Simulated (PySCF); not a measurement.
Job file and geometry (Å, from GFN2-xTB) of an NMR shielding run on `C#C[Si@@H](F)[Si@@H](N)C#N`, C3H5FN2Si2, PySCF 2.14.0, density-fitted response routines, GIAO PBE0/pcSseg-1 NMR shielding, non-relativistic, gas phase; density fitting, a coarse starting grid and PySCF grid level 2 are the driver's defaults:

```
$ OMP_NUM_THREADS=1 python probes_run.py task.json out

{"job": {"kind": "nmr", "xc": "PBE0", "basis": "pcSseg-1"}, "charge": 0, "multiplicity": 1}
C     -2.795809     1.502499    -0.750420
C     -2.112788     0.529832    -0.566361
Si    -1.007051    -0.933197    -0.303046
F     -1.151260    -1.820010    -1.650488
Si     1.197709    -0.284168    -0.158760
N      1.217207     1.106918     0.853930
C      2.204612    -1.513111     0.833025
N      2.812425    -2.279709     1.429339
H     -3.409212     2.342333    -0.913043
H     -1.605708    -1.783206     0.720671
H      1.959244    -0.186847    -1.421842
H      0.603179     1.880952     0.661803
H      2.083064     1.438201     1.247462
```

Q: What does the program print?

A: 
```
coarse grid: 12816 points
cycle   1  E = -904.8342986849  dE =  8.361e-01  |g| = 7.858e-01  |ddm| = 3.533e+00
cycle   2  E = -904.6365281528  dE =  1.978e-01  |g| = 1.289e+00  |ddm| = 1.690e+00
cycle   3  E = -904.9496934627  dE = -3.132e-01  |g| = 2.415e-01  |ddm| = 1.072e+00
cycle   4  E = -904.9610342950  dE = -1.134e-02  |g| = 8.335e-02  |ddm| = 1.726e-01
cycle   5  E = -904.9623888229  dE = -1.355e-03  |g| = 2.224e-02  |ddm| = 6.288e-02
cycle   6  E = -904.9624892545  dE = -1.004e-04  |g| = 5.168e-03  |ddm| = 2.375e-02
cycle   7  E = -904.9624940086  dE = -4.754e-06  |g| = 3.311e-03  |ddm| = 6.394e-03
cycle   8  E = -904.9624966131  dE = -2.605e-06  |g| = 6.385e-04  |ddm| = 2.348e-03
final grid: 117928 points
cycle   9  E = -905.0112540893  dE = -2.407e-05  |g| = 6.822e-03  |ddm| = 2.324e-02
cycle  10  E = -905.0112443836  dE =  9.706e-06  |g| = 9.627e-03  |ddm| = 1.413e-02
cycle  11  E = -905.0112637267  dE = -1.934e-05  |g| = 1.679e-03  |ddm| = 8.134e-03
cycle  12  E = -905.0112642915  dE = -5.648e-07  |g| = 6.011e-04  |ddm| = 1.238e-03
cycle  13  E = -905.0112643667  dE = -7.527e-08  |g| = 1.293e-04  |ddm| = 4.703e-04
cycle  14  E = -905.0112643700  dE = -3.242e-09  |g| = 4.852e-05  |ddm| = 1.227e-04
cycle  15  E = -905.0112643704  dE = -4.165e-10  |g| = 2.771e-05  |ddm| = 4.955e-05
converged SCF energy = -905.0112643704

GIAO shielding tensors (ppm)
atom      isotropic    diamagn.    paramagn.     s11        s22        s33       span
  0 C       79.273     259.178    -179.905     -4.665      2.906    239.578    244.244
  1 C       99.857     261.531    -161.675     -0.401     10.583    289.388    289.788
  2 Si     366.695     877.123    -510.428    307.693    356.218    436.174    128.482
  3 F      388.853     465.560     -76.706    351.412    373.332    441.816     90.404
  4 Si     411.659     879.068    -467.408    358.836    408.200    467.941    109.105
  5 N      263.107     318.636     -55.528    225.142    256.479    307.701     82.559
  6 C       62.319     262.609    -200.290    -53.401    -47.928    288.285    341.686
  7 N      -95.796     337.114    -432.910   -306.351   -275.725    294.688    601.039
  8 H       29.394      32.398      -3.004     24.461     24.852     38.870     14.409
  9 H       26.063      27.667      -1.604     23.718     23.876     30.596      6.878
 10 H       26.345      27.909      -1.564     23.397     24.077     31.560      8.163
 11 H       31.402      32.898      -1.496     23.105     28.171     42.930     19.825
 12 H       31.236      29.627       1.609     23.030     27.507     43.169     20.139
```

Q: Turn these shieldings into chemical shifts. Chemical shifts δ = σref − σ; 13C (σref 186.93), 29Si (σref 349.16), 1H (σref 31.72) against TMS; CFCl3 for 19F (σref 170.95); 15N (σref 267.73) vs NH3, all at this level.

A: Averaging equivalent atoms: C 6: 124.6; C 0: 107.7; C 1: 87.1; Si 2: -17.5; Si 4: -62.5; F 3: -217.9; N 7: 363.5; N 5: 4.6; H 9: 5.65; H 10: 5.37; H 8: 2.32; H 11/12: 0.40 ppm. Unscaled 19F shifts against computed CFCl3 carry errors that often reach 10 to 50 ppm. Experimental scales use liquid or dissolved standards, which lie at an offset from isolated NH3 (liquid NH3: subtract about 20 ppm). Unscaled 15N shifts of sp2 nitrogen come out 20 to 40 ppm too high even then.

Size and cost of the density-fitted run: 175 basis functions, 39 s wall time on 1 thread of an Arm Neoverse N1, shared host; peak memory 0.8 GiB.
